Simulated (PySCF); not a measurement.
**Working out the excitation energy of Ar⁺**

Ar⁺ [Ne] 3s2 3p5 (2P) → Ar⁺ [Ne] 3s2 3p4 3d1 (high-spin determinant). All numbers are calculated (PySCF 2.14, the non-relativistic Hamiltonian (point nucleus), in aug-cc-pV(T+d)Z (6s5p4d2f, 55 functions)). Frozen: [Ne]. Energies in hartree (1 hartree = 27.21139 eV):

```tsv
part	Ar⁺ (lower)	Ar⁺ (upper)
UHF	-526.278180	-525.687150
CCSD correlation	-0.193663	-0.169102
(T)	-0.005644	-0.007108
```

Q: What does Hartree-Fock give?

A: (-525.687150) − (-526.278180) = 0.591030 hartree = 16.083 eV.

Q: What do CCSD and CCSD(T) give?

A: The CCSD correlation energies differ by 0.024561 hartree = 0.668 eV and the triples by -0.001464 hartree = -0.040 eV, so CCSD gives 16.751 eV and CCSD(T) 16.711 eV.

One determinant mixes LS terms, so it does not stand for a single term.
